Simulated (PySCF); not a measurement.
C$_{6}$H$_{16}$Si (SMILES C[SiH](C)C(C)(C)C), singlet, geometry from GFN2-xTB; CASSCF(10,9)/STO-3G run with PySCF.

The PySCF input:
```python
from pyscf import gto, scf, mcscf
import numpy

mol = gto.Mole()
mol.atom = '''
    Si    0.81232189   -0.16207933   -0.59548497
    C     1.66882809    1.53466271   -0.68556868
    C     1.90350083   -1.34596920    0.41860814
    C    -0.94294737   -0.00652678    0.18337895
    C    -1.80630506    0.93294458   -0.65987817
    C    -1.61802481   -1.37821487    0.22601381
    C    -0.86777979    0.54566306    1.60798402
    H     0.65501652   -0.69876059   -1.96217358
    H     2.65083798    1.44089604   -1.13813836
    H     1.80506318    1.97090132    0.29967219
    H     1.10040298    2.23938394   -1.28372967
    H     2.88546947   -1.43922954   -0.03415562
    H     1.47353646   -2.34086776    0.47192948
    H     2.04644304   -0.99206124    1.43540722
    H    -1.38216835    1.93403619   -0.68240055
    H    -2.81280106    1.00150509   -0.24678178
    H    -1.88371325    0.57222404   -1.68322773
    H    -2.62562091   -1.29615046    0.63393401
    H    -1.05615302   -2.06783541    0.85155936
    H    -1.69008751   -1.80455180   -0.77218430
    H    -1.86677635    0.62869451    2.03691921
    H    -0.28083954   -0.10908214    2.24849590
    H    -0.41474747    1.53465148    1.61843533
'''
mol.basis = 'sto-3g'
mol.verbose = 4
mol.build()

mf = scf.RHF(mol)
mf.kernel()
mc = mcscf.CASSCF(mf, 9, 10)
mc.fix_spin_(ss=0.0)
mc.kernel()
occ = numpy.linalg.eigvalsh(mc.fcisolver.make_rdm1(mc.ci, mc.ncas, mc.nelecas))[::-1]
ss = mc.fcisolver.spin_square(mc.ci, mc.ncas, mc.nelecas)[0]
print('natural occupations', occ.round(4), ' <S^2>', round(ss, 4))
```

What the program printed (banner, timings and long lists left out):

```
PySCF version 2.14.0

[INPUT] verbose = 4
[INPUT] num. atoms = 23
[INPUT] num. electrons = 66
[INPUT] charge = 0
[INPUT] spin (= nelec alpha-beta = 2S) = 0
[INPUT] symmetry False subgroup None
[INPUT] Mole.unit = angstrom
[INPUT] Symbol           X                Y                Z      unit          X                Y                Z       unit  Magmom
[INPUT]  1 Si     0.812321890000  -0.162079330000  -0.595484970000 AA    1.535065897089  -0.306285544153  -1.125303504595 Bohr   0.0
[INPUT]  2 C      1.668828090000   1.534662710000  -0.685568680000 AA    3.153628039081   2.900092215483  -1.295537044780 Bohr   0.0
[INPUT]  3 C      1.903500830000  -1.345969200000   0.418608140000 AA    3.597095246582  -2.543513160100   0.791054738114 Bohr   0.0
[INPUT]  4 C     -0.942947370000  -0.006526780000   0.183378950000 AA   -1.781912279179  -0.012333826675   0.346535992510 Bohr   0.0
[INPUT]  5 C     -1.806305060000   0.932944580000  -0.659878170000 AA   -3.413421860816   1.763009745597  -1.246989016879 Bohr   0.0
[INPUT]  6 C     -1.618024810000  -1.378214870000   0.226013810000 AA   -3.057623753651  -2.604448645103   0.427104201269 Bohr   0.0
[INPUT]  7 C     -0.867779790000   0.545663060000   1.607984020000 AA   -1.639866139533   1.031153739692   3.038649410477 Bohr   0.0
[INPUT]  8 H      0.655016520000  -0.698760590000  -1.962173580000 AA    1.237801829866  -1.320466141739  -3.707970675057 Bohr   0.0
[INPUT]  9 H      2.650837980000   1.440896040000  -1.138138360000 AA    5.009357782795   2.722898889570  -2.150769792262 Bohr   0.0
[INPUT] 10 H      1.805063180000   1.970901320000   0.299672190000 AA    3.411075047736   3.724463713344   0.566298366249 Bohr   0.0
[INPUT] 11 H      1.100402980000   2.239383940000  -1.283729670000 AA    2.079460258855   4.231822334349  -2.425897494278 Bohr   0.0
[INPUT] 12 H      2.885469470000  -1.439229540000  -0.034155620000 AA    5.452747039094  -2.719749660984  -0.064544767415 Bohr   0.0
[INPUT] 13 H      1.473536460000  -2.340867760000   0.471929480000 AA    2.784580343961  -4.423598960224   0.891817467308 Bohr   0.0
[INPUT] 14 H      2.046443040000  -0.992061240000   1.435407220000 AA    3.867216875122  -1.874724042396   2.712526523023 Bohr   0.0
[INPUT] 15 H     -1.382168350000   1.934036190000  -0.682400550000 AA   -2.611919639542   3.654798714097  -1.289550146753 Bohr   0.0
[INPUT] 16 H     -2.812801060000   1.001505090000  -0.246781780000 AA   -5.315423646286   1.892570332458  -0.466349976733 Bohr   0.0
[INPUT] 17 H     -1.883713250000   0.572224040000  -1.683227730000 AA   -3.559702139714   1.081346717492  -3.180839414973 Bohr   0.0
[INPUT] 18 H     -2.625620910000  -1.296150460000   0.633934010000 AA   -4.961704426831  -2.449369385629   1.197961659947 Bohr   0.0
[INPUT] 19 H     -1.056153020000  -2.067835410000   0.851559360000 AA   -1.995839953432  -3.907642595578   1.609213969210 Bohr   0.0
[INPUT] 20 H     -1.690087510000  -1.804551800000  -0.772184300000 AA   -3.193802520448  -3.410108679591  -1.459216844689 Bohr   0.0
[INPUT] 21 H     -1.866776350000   0.628694510000   2.036919210000 AA   -3.527696037315   1.188060439918   3.849219444765 Bohr   0.0
[INPUT] 22 H     -0.280839540000  -0.109082140000   2.248495900000 AA   -0.530709815549  -0.206135369681   4.249041443207 Bohr   0.0
[INPUT] 23 H     -0.414747470000   1.534651480000   1.618435330000 AA   -0.783759129156   2.900070993858   3.058399524020 Bohr   0.0

nuclear repulsion = 408.722939337807
number of shells = 39
number of NR pGTOs = 165
number of NR cGTOs = 55
basis = sto-3g
ecp = {}

******** <class 'pyscf.scf.hf.RHF'> ********
method = RHF
initial guess = minao
damping factor = 0
level_shift factor = 0
DIIS = <class 'pyscf.scf.diis.CDIIS'>
diis_start_cycle = 1
diis_space = 8
diis_damp = 0
SCF conv_tol = 1e-09
SCF conv_tol_grad = None
SCF max_cycles = 50
direct_scf = True
direct_scf_tol = 1e-13
Set gradient conv threshold to 3.16228e-05
Initial guess from minao.
init E= -520.102433151515
  HOMO = -0.249033793538305  LUMO = 0.308188411822777  gap/eV = 15.16279
cycle= 1 E= -519.393343952716  delta_E= 0.709  |g|= 0.277  |ddm|= 5.29
  HOMO = -0.310863151807327  LUMO = 0.487879540234377  gap/eV = 21.73490
cycle= 2 E= -519.42565223557  delta_E= -0.0323  |g|= 0.064  |ddm|= 0.518
  HOMO = -0.33259026832416  LUMO = 0.47224421327001  gap/eV = 21.90066
cycle= 3 E= -519.427604123852  delta_E= -0.00195  |g|= 0.0123  |ddm|= 0.142
  HOMO = -0.329026548620806  LUMO = 0.47746887380024  gap/eV = 21.94586
cycle= 4 E= -519.427657983672  delta_E= -5.39e-05  |g|= 0.000999  |ddm|= 0.0221
  HOMO = -0.32880764651499  LUMO = 0.477784567599855  gap/eV = 21.94849
cycle= 5 E= -519.427658453518  delta_E= -4.7e-07  |g|= 0.000213  |ddm|= 0.00191
  HOMO = -0.328832632163513  LUMO = 0.477753548994366  gap/eV = 21.94833
cycle= 6 E= -519.427658476011  delta_E= -2.25e-08  |g|= 5.34e-05  |ddm|= 0.000412
  HOMO = -0.328852479951301  LUMO = 0.477734057203446  gap/eV = 21.94834
cycle= 7 E= -519.427658478023  delta_E= -2.01e-09  |g|= 1.74e-05  |ddm|= 0.000139
  HOMO = -0.328848461068958  LUMO = 0.477737997614636  gap/eV = 21.94834
cycle= 8 E= -519.427658478213  delta_E= -1.91e-10  |g|= 2.89e-06  |ddm|= 4.39e-05
  HOMO = -0.328849005125143  LUMO = 0.477737474390718  gap/eV = 21.94834
Extra cycle  E= -519.427658478216  delta_E= -2.73e-12  |g|= 1.16e-06  |ddm|= 6.31e-06
converged SCF energy = -519.427658478216

******** <class 'pyscf.mcscf.mc1step.CASSCF'> ********
CAS (5e+5e, 9o), ncore = 28, nvir = 18
max_cycle_macro = 50
max_cycle_micro = 4
conv_tol = 1e-07
conv_tol_grad = None
orbital rotation max_stepsize = 0.02
orbital rotation threshold for CI restart = 0.01
augmented hessian ah_max_cycle = 30
augmented hessian ah_conv_tol = 1e-12
augmented hessian ah_linear dependence = 1e-14
augmented hessian ah_level shift = 1e-08
augmented hessian ah_start_tol = 2.5
augmented hessian ah_start_cycle = 3
augmented hessian ah_grad_trust_region = 3
kf_trust_region = 3
kf_interval = 4
ci_response_space = 4
ci_grad_trust_region = 3
with_dep4 0
natorb = False
canonicalization = True
sorting_mo_energy = False
ao2mo_level = 2
internal_rotation = False
******** <class 'pyscf.fci.addons.SpinPenaltyFCISolver'> ********
max. cycles = 50
conv_tol = 1e-08
davidson only = True
linear dependence = 1e-12
level shift = 0.001
max iter space = 12
nroots = 1
pspace_size = 400
spin = None
CASCI E = -519.450205951528  S^2 = 0.0000000
Set conv_tol_grad to 0.000316228
macro iter   1 ( 21 JK    4 micro), CASSCF E = -519.464346479625  dE = -1.41405281e-02  S^2 = 0.0000000
               |grad[o]|=0.0221  |grad[c]|=0.0337  |ddm|=0.0487  |maxRot[o]|= 0.29
macro iter   2 ( 12 JK    3 micro), CASSCF E = -519.469668177347  dE = -5.32169772e-03  S^2 = 0.0000000
               |grad[o]|=0.0193  |grad[c]|=0.0269  |ddm|=0.0155  |maxRot[o]|=0.0967
macro iter   3 ( 12 JK    3 micro), CASSCF E = -519.473163986381  dE = -3.49580903e-03  S^2 = 0.0000000
               |grad[o]|=0.0105  |grad[c]|=0.0122  |ddm|=0.0139  |maxRot[o]|=0.145
macro iter   4 ( 12 JK    3 micro), CASSCF E = -519.477817959481  dE = -4.65397310e-03  S^2 = 0.0000000
               |grad[o]|=0.0106  |grad[c]|=0.00467  |ddm|=0.0143  |maxRot[o]|=0.133
macro iter   5 ( 12 JK    3 micro), CASSCF E = -519.481747000817  dE = -3.92904134e-03  S^2 = 0.0000000
               |grad[o]|=0.0116  |grad[c]|=0.00754  |ddm|=0.0112  |maxRot[o]|=0.0985
macro iter   6 ( 12 JK    3 micro), CASSCF E = -519.484421290697  dE = -2.67428988e-03  S^2 = 0.0000000
               |grad[o]|=0.0113  |grad[c]|=0.00147  |ddm|=0.00703  |maxRot[o]|=0.0714
macro iter   7 ( 21 JK    4 micro), CASSCF E = -519.486385324880  dE = -1.96403418e-03  S^2 = 0.0000000
               |grad[o]|=0.0099  |grad[c]|=0.00437  |ddm|=0.00374  |maxRot[o]|=0.113
macro iter   8 ( 12 JK    3 micro), CASSCF E = -519.487741971387  dE = -1.35664651e-03  S^2 = 0.0000000
               |grad[o]|=0.00803  |grad[c]|=0.00518  |ddm|=0.00281  |maxRot[o]|=0.0712
macro iter   9 ( 21 JK    4 micro), CASSCF E = -519.488641763704  dE = -8.99792317e-04  S^2 = 0.0000000
               |grad[o]|=0.00617  |grad[c]|=0.00578  |ddm|=0.00148  |maxRot[o]|=0.0667
macro iter  10 ( 21 JK    4 micro), CASSCF E = -519.489096267514  dE = -4.54503810e-04  S^2 = 0.0000000
               |grad[o]|=0.00428  |grad[c]|=0.00467  |ddm|=0.000777  |maxRot[o]|=0.0635
macro iter  11 ( 12 JK    3 micro), CASSCF E = -519.489259510502  dE = -1.63242988e-04  S^2 = 0.0000000
               |grad[o]|=0.00282  |grad[c]|=0.00194  |ddm|=0.000473  |maxRot[o]|=0.0624
macro iter  12 ( 21 JK    4 micro), CASSCF E = -519.489364288971  dE = -1.04778469e-04  S^2 = 0.0000000
               |grad[o]|=0.00186  |grad[c]|=0.00313  |ddm|=0.000319  |maxRot[o]|=0.137
macro iter  13 ( 21 JK    4 micro), CASSCF E = -519.489390194763  dE = -2.59057919e-05  S^2 = 0.0000000
               |grad[o]|=0.00149  |grad[c]|=0.00333  |ddm|=0.000312  |maxRot[o]|=0.111
macro iter  14 (  7 JK    2 micro), CASSCF E = -519.489442300006  dE = -5.21052424e-05  S^2 = 0.0000000
               |grad[o]|=0.00125  |grad[c]|=0.000841  |ddm|=0.000539  |maxRot[o]|=0.0688
macro iter  15 (  7 JK    2 micro), CASSCF E = -519.489462993169  dE = -2.06931638e-05  S^2 = 0.0000000
               |grad[o]|=0.000413  |grad[c]|=0.000774  |ddm|=6.28e-05  |maxRot[o]|=0.0699
macro iter  16 (  7 JK    2 micro), CASSCF E = -519.489477861346  dE = -1.48681765e-05  S^2 = 0.0000000
               |grad[o]|=0.000269  |grad[c]|=0.000396  |ddm|=7.05e-05  |maxRot[o]|=0.0699
macro iter  17 (  7 JK    2 micro), CASSCF E = -519.489486919546  dE = -9.05820036e-06  S^2 = 0.0000000
               |grad[o]|=0.000226  |grad[c]|=0.00106  |ddm|=8.37e-05  |maxRot[o]|=0.0699
macro iter  18 (  5 JK    2 micro), CASSCF E = -519.489488953473  dE = -2.03392710e-06  S^2 = 0.0000000
               |grad[o]|=0.000219  |grad[c]|=0.000384  |ddm|=8.77e-05  |maxRot[o]|=0.0275
macro iter  19 (  4 JK    2 micro), CASSCF E = -519.489489415296  dE = -4.61822765e-07  S^2 = 0.0000000
               |grad[o]|=0.000164  |grad[c]|=0.000359  |ddm|=5.48e-05  |maxRot[o]|=0.00884
macro iter  20 (  4 JK    1 micro), CASSCF E = -519.489489825424  dE = -4.10128223e-07  S^2 = 0.0000000
               |grad[o]|=0.00012  |grad[c]|=0.000513  |ddm|=4.28e-05  |maxRot[o]|=0.0113
macro iter  21 (  5 JK    1 micro), CASSCF E = -519.489489905891  dE = -8.04669753e-08  S^2 = 0.0000000
               |grad[o]|=7.92e-05  |grad[c]|=0.000217  |ddm|=3.78e-05  |maxRot[o]|=0.00482
1-step CASSCF converged in  21 macro (256 JK  59 micro) steps
CASSCF canonicalization
Density matrix diagonal elements [1.99806107 1.98409807 1.97276695 1.97690968 1.97352629 0.02870762
 0.01998088 0.02220522 0.02374421]
CASSCF energy = -519.489489905891
CASCI E = -519.489489905891  E(CI) = -19.2885183424451  S^2 = 0.0000000
natural occupations [1.9997 1.9849 1.9754 1.974  1.9716 0.032  0.0222 0.0203 0.0199]  <S^2> 0.0
```
